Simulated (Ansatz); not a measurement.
One change: `[O]=[W]([OH])([F])([Cl])[Cl]` becomes `[O]=[W]([F])([Cl])([Cl])[Cl]`.

Ansatz, PBE0-D4/def2-TZVP geometries, multiplicity 1. Each molecule was computed in one conformer, which needn't be the lowest.

Elements past krypton have def2 core potentials.

| property | `[O]=[W]([OH])([F])([Cl])[Cl]` |
| --- | --- |
| LUMO energy (PBE/def2-TZVPP) / eV | -4.91 |
| HOMO–LUMO gap (PBE0/def2-TZVPP) / eV | 4.94 |
| HOMO energy (B3LYP/def2-TZVPP) / eV | -8.94 |
| LUMO energy (ωB97M-V/def2-TZVPP) / eV | -2.15 |
| LUMO energy (PBE0/def2-TZVPP) / eV | -4.27 |
| LUMO energy (B3LYP/def2-TZVPP) / eV | -4.47 |

Problem. What does the change do to each property? (Best estimate.)

Solution. Computed: 
```tsv
property	`[O]=[W]([F])([Cl])([Cl])[Cl]`	shift
LUMO energy (PBE/def2-TZVPP) / eV	-5.30	-0.39
HOMO–LUMO gap (PBE0/def2-TZVPP) / eV	4.59	-0.35
HOMO energy (B3LYP/def2-TZVPP) / eV	-9.03	-0.09
LUMO energy (ωB97M-V/def2-TZVPP) / eV	-2.67	-0.52
LUMO energy (PBE0/def2-TZVPP) / eV	-4.72	-0.45
LUMO energy (B3LYP/def2-TZVPP) / eV	-4.89	-0.42
```

With PBE0 the HOMO falls by 0.10 eV and the LUMO falls by 0.45 eV, so the gap narrows by about 0.35 eV. PBE moves the HOMO by -0.12 eV and ωB97M-V by -0.08 eV. The zero-point energy changes by -30.8 kJ/mol with -3 modes.

B3LYP here is the variant with VWN-RPA as its local correlation; programs differ in this.
